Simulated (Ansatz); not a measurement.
Consider the atomization: `[F][In]1[CH2][CH2]1` → 2 C• + F• + 4 H• + In•.

Isolated molecules relaxed with PBE0-D4/def2-TZVP in Ansatz; ΔE leaves out vibrations. CCSD(T)/CBS adds triple-zeta CCSD(T) − MP2 to the extrapolated MP2 energy (def2 sets, frozen cores). This one scheme is used for every species, atoms too. Functionals use def2-TZVPP. Open shells (•) are unrestricted, without spin–orbit coupling. Spin–orbit coupling would lower the free atoms: a little for C, F; strongly for In. def2 core potentials past Kr. For In outer-core shells are correlated without core-valence functions, so the limit isn't a true one: a few kJ/mol of doubt a bond, and 10 to 20 or more in all where bonds break to atoms.

```
             level  ΔE (kJ/mol)
              BLYP       2598.5
SCS-MP2/def2-TZVPP       2607.2
```

Task: What does CCSD(T)/CBS give? (Estimate.)

Result: The calculation gave: +2665.5 kJ/mol. The listed levels differ from it by -67.0, -58.3 kJ/mol.

Largest T1 diagnostic among the species: 0.015.

In def2-TZVPP, CCSD(T) changes the Hartree–Fock value by +752.6 kJ/mol (the triples alone add +54.1 kJ/mol) and MP2 by +805.7 kJ/mol; breaking electron pairs costs correlation energy, which Hartree–Fock lacks. From BLYP to BHLYP (50 % exact exchange), in def2-TZVPP and without D4, ΔE moves by −90.2 kJ/mol: exact exchange takes away binding that semilocal exchange gives to molecules.

For atomizations the MP2-based limit and the directly extrapolated one differ by several kJ/mol either way, and by 10 to 25 for some Ge, Se and Sn compounds, so smaller differences from it don't rank the levels.
